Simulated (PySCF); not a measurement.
**Run times: technetium in x2c-TZVPall**

Measured wall times of calculations with PySCF 2.14 in x2c-TZVPall (8s6p6d1f, 63 functions), with the spin-free X2C one-electron Hamiltonian (Gaussian nucleus), run from one Python driver. Hardware: 1 thread of Neoverse-V2 on a shared host, 1.3 GiB allowed. The two-electron integrals over 63 functions were computed once and kept in memory (1.2 CPU seconds with the set-up); the times below exclude them. Kohn-Sham runs start from converged Hartree-Fock orbitals.

Launch command (the driver calls PySCF for each step listed in the task file):

```bash
OMP_NUM_THREADS=1 python atomrun2.py TASK.json OUT
```

```tsv
species	step	iterations	wall time (s)
Tc [Kr] 4d5 5s2	UHF	1	0.29
Tc [Kr] 4d5 5s2	TPSS	7	3.3
Tc [Kr] 4d5 5s2	BP86	7	1.6
Tc [Kr] 4d5 5s2	MP2 (7 electrons)		0.09
Tc⁺ [Kr] 4d5 5s1	UHF	1	0.24
Tc⁺ [Kr] 4d5 5s1	TPSS	6	2.9
Tc⁺ [Kr] 4d5 5s1	BP86	6	1.4
Tc⁺ [Kr] 4d5 5s1	MP2 (6 electrons)		0.04
```

Peak memory of the process: 0.26 GiB. Times on a shared host vary from run to run.
